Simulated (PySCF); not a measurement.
## Working out the ionisation energy of Te

Te [Kr] 4d10 5s2 5p4 (3P) → Te⁺ [Kr] 4d10 5s2 5p3 (4S). Calculation: PySCF 2.14, in x2c-QZVPPall with one added diffuse shell each of s, p, d, f type (14s10p8d5f1g, 128 functions); the spin-free X2C one-electron Hamiltonian (Gaussian nucleus). Frozen: [Ar] 3d10. Energies in hartree (1 hartree = 27.21139 eV):

```tsv
part	Te (lower)	Te⁺ (upper)
UHF	-6790.944700	-6790.660509
MP2 opposite-spin	-0.505424	-0.481287
MP2 same-spin	-0.269956	-0.265069
```

Task: What does Hartree-Fock give?

Result: (-6790.660509) − (-6790.944700) = 0.284191 hartree = 7.733 eV.

Task: What do MP2 and SCS-MP2 (6/5 opposite-spin, 1/3 same-spin) give?

Result: The opposite-spin parts differ by 0.657 eV and the same-spin parts by 0.133 eV. MP2: 7.733 + (0.657) + (0.133) = 8.523 eV. SCS-MP2: 7.733 + 1.2 × (0.657) + (0.133)/3 = 8.566 eV.

Measured between the centres of the two terms (NIST): 8.749 eV, so MP2 (valence and next inner shell) is off by -0.226 eV.

What remains against the reference includes basis incompleteness, the frozen core and correlation beyond second order.
